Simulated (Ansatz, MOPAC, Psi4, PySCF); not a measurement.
Gas-phase reaction in SMILES: C=[SiH2] (CH4Si) -> C=[SiH-] + H+

Property: gas-phase deprotonation energy (enthalpy at 298 K), in kcal/mol. Set-up: 6-311+G** with 5d, 6d on Na to Ar in Ansatz (an electronic-structure program); no dispersion term unless named; frozen cores in correlated levels; non-relativistic; no spin-orbit coupling; 6-31G* and kin with 6d, 5d where marked. Ab initio and DFT rows: single points at B3LYP-D3(BJ) geometries (Ansatz), with unscaled harmonic terms from B3LYP/6-31G* (Ansatz) at its own minima. Semi-empirical rows: MOPAC heats of formation at their own minima for 298 K, the proton's as measured. Sets without +, aug- or the D of def2-TZVPD hold no diffuse functions, which anions need. The Hartree-Fock reference of C=[SiH2] (CH4Si), C=[SiH-] is unstable towards a lower, spin-broken solution.

```tsv
level	program	gas-phase deprotonation energy (enthalpy at 298 K) (kcal/mol)
PM6	MOPAC	353.9
HF/6-31G*	Ansatz	367.8
BP86/6-31G* (5d)	PySCF	362.6
B3LYP/6-31G	Ansatz	360.5
B3LYP/6-31G*	Ansatz	365.9
B3LYP/6-31G**	Ansatz	366.8
PBE0/6-311+G**	Ansatz	356.4
wB97X-D/6-31G*	Psi4	365.8
wB97X-D/6-311+G**	Psi4	358.5
MP2/3-21G	Ansatz	362.3
r2SCAN-D4/def2-TZVPD	Ansatz + dftd4	359.3
M06-2X/def2-TZVPD	PySCF	357.0
```

No value to compare with is used here. The 10 habitual levels span 353.9 (PM6) to 367.8 kcal/mol (HF/6-31G*); r2SCAN-D4/def2-TZVPD gives 359.3.

The levels are drawn from those run, B3LYP/6-31G* more often than the rest, none by its result; left out are runs that failed, that the program found above a lower state of the same kind, or whose <S^2> lies over 0.5 above the pure value.
